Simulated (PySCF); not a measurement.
Input of a response calculation (the driver script's job line, then coordinates in Å):

```
{"job": {"kind": "uv", "xc": "CAM-B3LYP", "basis": "def2-SVPD", "nstates": 8, "ntriplets": 3}, "charge": 0, "multiplicity": 1}
C      1.968352    -1.771678     2.143032
C      0.837604    -1.327609     1.621353
C      0.757794    -0.569852     0.353107
Se     0.284050     1.356923     0.742595
Se    -0.248062     2.050539    -1.370429
C     -2.216992     1.778020    -1.363393
F     -2.837478     2.805222    -0.738645
H      2.916858    -1.609584     1.658470
H      1.988790    -2.320115     3.068392
H     -0.104561    -1.494396     2.127584
H     -0.037042    -0.943382    -0.294354
H      1.707548    -0.558370    -0.180659
H     -2.459395     0.855601    -0.828302
H     -2.558143     1.748208    -2.400868
```

Computed with TDDFT CAM-B3LYP/def2-SVPD, vertical, gas phase, core orbitals frozen in the response in PySCF 2.14.0, density-fitted response routines. Job line and output are in the format of a driver script around the code.

Question: Give the output without the SCF cycles.

Answer: 
```
converged SCF energy = -5058.9322036168

Static polarisability (au): isotropic 113.152, principal 87.879 91.895 159.681

Singlet excitations
state   eV       nm        f      main configurations
  1   4.1185    301.0   0.00671   H->L 0.88
  2   4.3275    286.5   0.00680   H-1->L 0.88
  3   5.0633    244.9   0.00360   H->L+1 0.77
  4   5.6084    221.1   0.00322   H-1->L+2 0.71
  5   5.9020    210.1   0.13567   H-1->L+1 0.81
  6   6.0150    206.1   0.01061   H->L+2 0.73
  7   6.2696    197.8   0.07080   H-2->L 0.79
  8   6.5352    189.7   0.03317   H->L+3 0.71, H->L+5 0.11

Triplet excitations (Tamm-Dancoff, eV): 3.5367 3.7384 4.2236
```

Isolated species at its GFN2-xTB geometry (one conformer only). Relativistic effects, spin–orbit coupling among them, are left out although an element past zinc is present.

H and L stand for HOMO and LUMO.

Shape of the structure used: `[CH2:1]=[CH:2][CH2:3][Se:4][Se:5][CH2:6][F:7]`: C1–C2–C3–Se4 -109°, C2–C3–Se4–Se5 -167°, C3–Se4–Se5–C6 94°, Se4–Se5–C6–F7 80°.
